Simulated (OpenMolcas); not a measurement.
## Sn²⁺: effect of the IPEA shift

* Program: OpenMolcas
* Basis: ANO-RCC-VTZP [7s6p4d2f1g]
* Scalar Hamiltonian: DKH2, point nucleus
* Active space: 2 electrons in 9 orbitals (RAS2 5s 5p; RAS3 5d, at most 2 electrons)
* State averaging: 2S+1 = 3 even, 3 roots; 2S+1 = 1 even, 7 roots; 2S+1 = 3 odd, 3 roots; 2S+1 = 1 odd, 3 roots
* Spin-orbit coupling: RASSI with atomic mean-field integrals over the reference wave functions, term energies averaged over their components

Methods on the same reference wave functions:
A. RASSCF
B. MS-RASPT2, IPEA 0 Eh, imaginary shift 0.1 Eh (closed shells correlated: 4d)
C. MS-RASPT2, IPEA 0.25 Eh, imaginary shift 0.1 Eh (closed shells correlated: 4d)

Energies in cm-1 above 5s2 1S0, the measured ground level; measured values from Moore, Atomic Energy Levels, vol. III, NSRDS-NBS 35 (1971 reprint of NBS Circular 467, 1958).

| Level | A | B | C | Measured |
| --- | --- | --- | --- | --- |
| 5s2 1S0 | 0.0 | 0.0 | 0.0 | 0.0 |
| 5s 5p 3P* 0 | 48021 | 54290 | 54240 | 53548 |
| 5s 5p 3P* 1 | 49466 | 55700 | 55650 | 55196 |
| 5s 5p 3P* 2 | 52740 | 59010 | 58960 | 59229 |
| 5s 5p 1P* 1 | 79830 | 79120 | 79310 | 79911 |

Deviations, from unrounded energies. A percentage is the sum of absolute deviations over the sum of measured energies, with the sign that they share, or ± where signs differ.

```json
{"Against measurement": "mean absolute deviation (cm-1)", "Levels": "4", "A": "4500", "B": "560", "C": "510"}
{"Against measurement": "other configurations (%)", "Levels": "4", "A": "-7.2", "B": "±0.9", "C": "±0.8"}
```

C lies closest to measurement on these levels and A furthest from it. The largest miss of C in the table is 5s 5p 3P* 0, by +690 cm-1. The ranking rests on the paired levels alone, and a cruder setting can come out closer through cancelling errors.

Between B and C the level of the table that moves most is 5s 5p 1P* 1, by 190 cm-1 (lowest in B, highest in C). Moves below CASPT2's spread within the term are not significant.

The lowest spin-free term lies below A's lowest term by 0.418 hartree in B, 0.416 hartree in C.

Active for correlation alone: 5d; no level in the range computed is led by a configuration that fills it, so any true level of that kind is missing. Computed and measured levels are paired by configuration, term and J; levels that our copy of the source lacks, or whose pairing is in doubt (as where it misses far off the trend of its configuration), stay unpaired and out of the deviations. Levels of configurations outside the active space are missing. The table leaves out levels that lie high or whose names do not pair safely across all columns.

* marks odd parity.
